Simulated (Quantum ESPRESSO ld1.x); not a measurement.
Results of a calculation; reference values are marked as such.
Eu3+, 60 electrons, occupied as [Kr] 4d10 4f6 5s2 5p5.5 5d0.5 (fractional occupations, a model configuration). Code: ld1.x of Quantum ESPRESSO 7.5. Model: scalar-relativistic Kohn-Sham, LDA (Slater exchange, VWN5 correlation), spin-polarised, spherical densities, point nucleus; open shells are filled with parallel spins first.

Radial electron density D(r) = 4 pi r^2 rho(r):

```
   r/bohr * D(r) (the largest magnitude, 111, reaches the edge; | marks zero)
 0.003389 |           *
 0.003914 |              *
  0.00452 |                 *
 0.005221 |                    *
 0.006029 |                        *
 0.006963 |                           *
 0.008106 |                               *
 0.009362 |                                  *
  0.01081 |                                     *
  0.01249 |                                       *
  0.01442 |                                        *
  0.01665 |                                        *
  0.01923 |                                       *
  0.02221 |                                      *
  0.02565 |                                    *
  0.02963 |                                    *
  0.03421 |                                     *
  0.03983 |                                        *
    0.046 |                                            *
  0.05312 |                                                 *
  0.06135 |                                                     *
  0.07085 |                                                      *
  0.08183 |                                                    *
   0.0945 |                                               *
   0.1091 |                                          *
    0.126 |                                        *
   0.1456 |                                          *
   0.1695 |                                              *
   0.1957 |                                               *
    0.226 |                                            *
    0.261 |                                   *
   0.3015 |                          *
   0.3481 |                    *
   0.4021 |                   *
   0.4643 |                     *
   0.5363 |                      *
   0.6193 |                    *
   0.7152 |                *
   0.8327 |          *
   0.9616 |       *
    1.111 |     *
    1.283 |    *
    1.481 |   *
    1.711 |  *
    1.976 | *
    2.282 |*
    2.635 *
    3.043 *
    3.543 *
    4.091 *
    4.725 *
    5.457 *
    6.302 *
```

D(r) has 4 maxima, at r = 0.0155, 0.0686, 0.193, 0.528 bohr, and minima at 0.0296, 0.126, 0.380 bohr, inside which lie 1.94, 11.12, 29.26 electrons.
